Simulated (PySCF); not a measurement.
Predicted microwave data (PySCF, PBE0-D3(BJ)/def2-TZVP geometry optimisation, gas phase) for one isomer of CGaN:

```
Rotational constants : B = 4010 MHz (linear)
Dipole components    : |μa| = 4.05 D, |μb| = 0.00 D, |μc| = 0.00 D
```

Question: Which candidate fits, each taken in the one conformer that was computed?
A. gallium isocyanide (`[C-]#[N+][Ga]`) [singlet]
B. gallium cyanide (`N#[C][Ga]`) [singlet]

Answer: A. It is [C-]#[N+][Ga], linear, point group C∞v. The candidates at the same level (rigid rotor, commonest isotopes):

```csv
SMILES,A (MHz),B (MHz),C (MHz),μa (D),μb (D),μc (D),Δ (u·Å²),point group,rotor
[C-]#[N+][Ga],–,4010,4010,4.05,0.00,0.00,–,C∞v,linear
N#[C][Ga],–,3451,3451,4.16,0.00,0.00,–,C∞v,linear
```

`N#[C][Ga]` misses B by 14 %. No structure here is proved a minimum.
